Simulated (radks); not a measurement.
Initial-state core-level shifts of neutral tungsten when its valence configuration changes from [Xe] 4f14 5d4 6s2. All-electron calculation, scalar-relativistic Kohn-Sham, r2SCAN, spin-polarised, spherical densities, finite nucleus; open shells are filled with parallel spins first (spin-orbit coupling, left out, can overturn this in heavy ions); meta-GGA in the generalised Kohn-Sham scheme; Fermi nuclear charge, rms radius 5.3658 fm. Program: a radial shooting solver on a logarithmic mesh with Libxc functionals. Shifts are changes of the shell-averaged eigenvalues in eV (positive: less bound); the change of the density at the nucleus, which sets a Mossbauer isomer shift, is in e/bohr^3, on a base of 1.515e+06.

valence                    2p       3d       4s       5s  density at nucleus
4f13.5 5d4 6s2 6p0.5   -7.242   -7.901   -7.420   -4.104               +58.9
4f13 5d4 6s2 6p1      -14.787  -16.138  -15.097   -8.288              +120.9
4f14 5d3.5 6s2 6p0.5   -2.146   -2.138   -2.133   -2.100               +15.5
4f14 5d4 6s1 6p1       -1.270   -1.270   -1.276   -1.313               -59.0
4f14 5d1.5 6s2 6p2.5  -10.998  -10.916  -10.859  -10.526               +85.0
4f14 5d4.5 6s1.5       +1.300   +1.296   +1.291   +1.260               -39.4
4f12 5d6 6s2          -21.395  -24.269  -21.925   -8.026              +183.7
4f12 5d4 6s2 6p2      -30.722  -33.545  -31.130  -16.834              +253.7
4f12 5d5.5 6s2 6p0.5  -23.612  -26.482  -24.129  -10.167              +198.3
